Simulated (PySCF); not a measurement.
N2, charge +1, doublet, at a GFN2-xTB geometry (a state made from the parent by changing its charge; the spin is typed, not shown lowest). Base run: R2SCAN/aug-cc-pVDZ (PySCF).

Here is a job for PySCF.
```python
from pyscf import gto, scf, dft

mol = gto.M(
    atom='''
N    -0.000000   -0.000000   -0.534148
N     0.000000    0.000000    0.534148
''',
    basis='aug-cc-pvdz',
    charge=1,
    spin=1,
    verbose=4,
)

mf = dft.UKS(mol)
mf.xc = 'r2scan'
mf.kernel()
```

Variants of this job, named by their change:

```tsv
change	E (Eh)	HOMO (eV)	<S^2>
base	-108.90381	-23.24	0.754
functional = wb97m_v	-108.93052	-26.84	0.753
functional = pw91,pw91	-108.93140	-22.90	0.752
functional = b97-1	-108.92634	-24.10	0.753
functional = camb3lyp	-108.90472	-26.04	0.754
functional = lc_wpbe	-108.87276	-27.63	0.754
functional = bp86	-108.96671	-22.93	0.752
functional = o3lyp	-108.93523	-23.53	0.753
functional = tpss	-108.98795	-22.92	0.753
functional = wb97x_v	-108.92154	-27.05	0.753
functional = blyp	-108.95736	-22.70	0.752
functional = pbe	-108.85065	-22.84	0.752
functional = lda,vwn	-108.07608	-22.82	0.751
```

Absolute energies of different levels of theory aren't comparable as measures of quality.

Open shells are given as the SCF converged; they aren't shown to be the lowest states, and a large step between rows can be another state.
